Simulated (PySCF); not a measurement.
Se(SH)(OSiH3) (H₄OSSeSi), SMILES [SiH3]O[Se]S.

Geometry: PBE0-D3(BJ)/def2-SVP. This is a generated structure with no PubChem entry under its InChIKey; it may be hypothetical. Other conformers were not sampled.

Two levels are set side by side: TDA-PBE/def2-SVPD (PySCF) and TDA-B3LYP/def2-SVPD (PySCF). Vertical, same geometry. The lowest singlet is HOMO→LUMO+1 88 % with PBE and HOMO→LUMO+1 99 % with the other functional; states are paired by order. Differences are taken from unrounded values.

```tsv
quantity	TDA-B3LYP
lowest singlet excitation (eV)	3.92
lowest triplet excitation (TDA) (eV)	3.17
first bright state (f over 0.05) (eV)	6.39
its oscillator strength	0.13
```

Task: What does TDA-PBE give, and how far is it from TDA-B3LYP? (The exact figures need the calculation; the answer reports its results.)

Result: 
```
quantity                               TDA-PBE  TDA-PBE minus TDA-B3LYP
-------------------------------------  -------  -----------------------
lowest singlet excitation (eV)            3.73                    -0.19
lowest triplet excitation (TDA) (eV)      3.01                    -0.16
first bright state (f over 0.05) (eV)     5.67                    -0.73
its oscillator strength                   0.08                    -0.05
```

Functionals without exact exchange tend to place singlet excitations lower, as here. Differences between two approximate levels are no errors against the true value.

Rough cost on one machine, each run with all the roots and properties that it gave: TDA-B3LYP against TDA-PBE about 3 times.
